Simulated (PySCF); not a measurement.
CaO: one state, many levels of theory

State: ¹Σ⁺ (singlet), closed shell. Set-up: Ca x2c-SVPall, O x2c-SVPall; spin-free X2C with a Gaussian nucleus (PySCF 2.14). De refers to Ca + O in their high-spin ground configurations, without counterpoise correction. A positive dipole means Ca(−)O(+). Levels whose curve was spin-contaminated or gave no clean fit are not listed.

```
   Level  Re (Å)  ωe (cm⁻¹)  De (eV)   μ (D)  CPU s a point (SCF and correlation, without the integrals)
     RHF   1.824        858    0.087  -10.93                                                       0.039
RHF-CCSD   1.870        725     2.41     n/a                                                         n/a
     PBE   1.826        771     4.97   -7.29                                                        0.76
  PBEsol   1.810        792     5.31   -7.32                                                        0.43
    PW91   1.822        778     5.06   -7.33                                                        0.46
    BLYP   1.843        751     4.76   -7.15                                                        0.68
  r²SCAN   1.817        802     4.66   -7.92                                                        0.89
    PBE0   1.805        818     4.02   -8.38                                                        0.77
   ωB97X   1.801        830     3.92   -9.16                                                        0.61
```

The bond length runs from 1.801 Å (ωB97X) to 1.870 Å (RHF-CCSD). De spans 0.09 eV (RHF, mean field) to 5.31 eV (PBEsol, GGA).

Correlated steps freeze 6 core orbitals. Correlated levels converge slowly with the basis: in double zeta they bind strong bonds too weakly, by up to about 1 eV, and carry superposition errors of some tenths. Where the molecule has an RHF reference, its open-shell atoms are computed with UHF. The CCSD T1 diagnostic is raised, a sign that a single reference may not be enough here.

The whole job (state search and all levels along the bond) took about 1.4 min on 1 thread of Arm Neoverse V1 (shared host), peak memory 0.46 GiB.
